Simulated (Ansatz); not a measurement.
Consider the ligand exchange at the Sn–O bond: `[CH3][Sn]([OH])([F])[Cl]` + H–F → `[CH3][Sn]([F])([F])[Cl]` + H₂O.

Gas-phase electronic energies from Ansatz, PBE0-D4/def2-TZVP geometries. CCSD(T)/CBS is the MP2 limit (def2-TZVPP, def2-QZVPP) plus CCSD(T) − MP2 in def2-TZVPP, frozen cores. This one scheme is used for every species. DFT in def2-TZVPP. B3LYP here is the variant with VWN-RPA as its local correlation; programs differ in this. HSE06 is defined as in plane-wave codes. Elements past krypton have def2 core potentials. For Sn outer-core shells are correlated without core-valence functions, which leaves a few kJ/mol of doubt a bond. One conformer a species, not always the lowest.

```
             level  ΔE (kJ/mol)  difference from CCSD(T)/CBS
       LDA (SPW92)        -23.5                          1.5
            PBE-D4        -28.1                         -3.1
         revPBE-D4        -27.6                         -2.6
           BLYP-D4        -30.4                         -5.4
         r2SCAN-D4        -30.4                         -5.4
            B97M-V        -34.6                         -9.6
           PBE0-D4        -26.7                         -1.7
          B3LYP-D4        -29.4                         -4.4
        r2SCAN0-D4        -28.2                         -3.2
          HSE06-D4        -26.5                         -1.5
          BHLYP-D4        -29.3                         -4.3
           ωB97X-V        -29.8                         -4.8
           ωB97M-V        -28.6                         -3.6
            B2PLYP        -28.1                         -3.1
          PBE-QIDH        -24.1                          0.9
               PBE        -30.0                         -5.0
            revPBE        -31.8                         -6.8
            r2SCAN        -30.9                         -5.9
              PBE0        -28.4                         -3.4
             B3LYP        -32.4                         -7.4
           r2SCANh        -30.0                         -5.0
           r2SCAN0        -28.8                         -3.8
             HSE06        -28.1                         -3.1
             BHLYP        -31.9                         -6.9
         CAM-B3LYP        -32.1                         -7.1
       HF/def2-SVP        -34.5                         -9.5
      MP2/def2-SVP        -27.1                         -2.1
     CCSD/def2-SVP        -29.9                         -4.9
  CCSD(T)/def2-SVP        -29.0                         -4.0
     HF/def2-TZVPP        -33.7                         -8.7
    MP2/def2-TZVPP        -18.8                          6.2
SCS-MP2/def2-TZVPP        -22.3                          2.7
   CCSD/def2-TZVPP        -23.4                          1.6
CCSD(T)/def2-TZVPP        -22.1                          2.9
     HF/def2-QZVPP        -36.4                        -11.4
    MP2/def2-QZVPP        -21.4                          3.6
SCS-MP2/def2-QZVPP        -24.8                          0.2
      HF/CBS(def2)        -36.8                        -11.8
     MP2/CBS(def2)        -21.7                          3.3
    CCSD/CBS(def2)        -26.4                         -1.4
       CCSD(T)/CBS        -25.0                            0
```

Largest T1 diagnostic among the species: 0.013.

The D4 term adds +3.1 kJ/mol with B3LYP and +1.7 kJ/mol with PBE0; it sums over pairs of atoms, weighted by their polarisabilities, and B3LYP, whose exchange is more repulsive, gets the larger term. Leaving LDA and LC-ωPBE aside and taking each functional with its dispersion term where it has one, the values spread over 10.6 kJ/mol, from B97M-V to PBE-QIDH. LDA lies +6.5 kJ/mol from PBE without D4. In def2-TZVPP, CCSD(T) changes the Hartree–Fock value by +11.6 kJ/mol (the triples alone add +1.3 kJ/mol) and MP2 by +14.9 kJ/mol.
